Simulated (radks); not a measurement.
The numbers below are computed, except where a source is named.
Problem. Excited configurations of Eu: one electron is placed in a higher orbital outside [Xe] 4f7 6s1. The ground configuration is [Xe] 4f7 6s2. Level of theory: Dirac Kohn-Sham, PBE, spin-unpolarised, spherical densities, point nucleus; open shells fill j = l - 1/2 first (a radial shooting solver on a logarithmic mesh with Libxc functionals). Excitation = E - E(ground); binding = E(ion) - E, where the ion is the core of charge +1; n* = 1/sqrt(2 binding) in atomic units, and the quantum defect is n - n*.

outer orbital  excitation (eV)  binding (eV)     n*  quantum defect  eigenvalue (eV)  <r> (bohr)
5f5/2                    5.086         0.930  3.825           1.175           -0.428       16.80
6d3/2                    4.528         1.488  3.024           2.976           -0.720       11.51
6f5/2                    5.363         0.653  4.565           1.435           -0.367       28.30
7s1/2                    3.879         2.136  2.524           4.476           -1.270       10.18
7p1/2                    4.408         1.607  2.909           4.091           -0.931       12.77
7d3/2                    5.083         0.932  3.820           3.180           -0.534       21.23

Estimate the row for 7f5/2.

Solution. excitation (eV) 5.538; binding (eV) 0.478; n* 5.338; quantum defect 1.662; eigenvalue (eV) -0.292; <r> (bohr) 42.14. The Delta-SCF ionisation energy is 6.015 eV (NIST Atomic Spectra Database: 5.670 eV, measured). Self-interaction in the functional shifts the binding energies and quantum defects, so they are the method's values and not measured ones. Spin polarisation and multiplet splitting are left out, so open shells lie too high by an amount that depends on their filling.

Beside tabulated values, note that spin-unpolarised runs miss the spin-polarisation part of the exchange energy of open shells.
